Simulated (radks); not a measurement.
Results of a calculation; reference values are marked as such.
Removal energies from the zinc ion Zn4+, [Ar] 3d8, by Delta-SCF beside the eigenvalue of the level emptied. Code: a radial shooting solver on a logarithmic mesh with Libxc functionals. Model: scalar-relativistic Kohn-Sham, PBE, spin-polarised, spherical densities, finite nucleus; Fermi nuclear charge, rms radius of each element as measured or else 0.836 A^(1/3) + 0.57 fm. Open shells are filled with parallel spins first.

removed from       final configuration  Delta-SCF (eV)  -eigenvalue (eV)
3d                            [Ar] 3d7          83.807            71.954
3p                    [Ne] 3s2 3p5 3d8          159.58            147.07
3s                    [Ne] 3s1 3p6 3d8          206.06            193.32
2p            [He] 2s2 2p5 3s2 3p6 3d8          1106.7            1071.5
